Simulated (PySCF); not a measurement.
This script is equivalent to a calculation on Ga⁺ (gallium, charge +1).

```python
from pyscf import gto, scf, dft, mp, cc
import basis_set_exchange as bse
mol = gto.M(atom="Ga 0 0 0", charge=1, spin=0, symmetry="D2h",
            basis=gto.basis.parse(bse.get_basis("cc-pVTZ-DK", elements=["Ga"], fmt="nwchem", header=False)),
            nucmod="G")
mf = scf.UHF(mol).sfx2c1e()
mf.irrep_nelec = {'Ag': (6, 6), 'B1g': (1, 1), 'B2g': (1, 1), 'B3g': (1, 1), 'B1u': (2, 2), 'B2u': (2, 2), 'B3u': (2, 2)}
mf.kernel()
```

Problem. What total energy does it give?

Solution. -1941.97146 hartree (calculated).

Problem. Which occupied shell lies highest, and where?

Solution. 4s, at -19.037 eV.
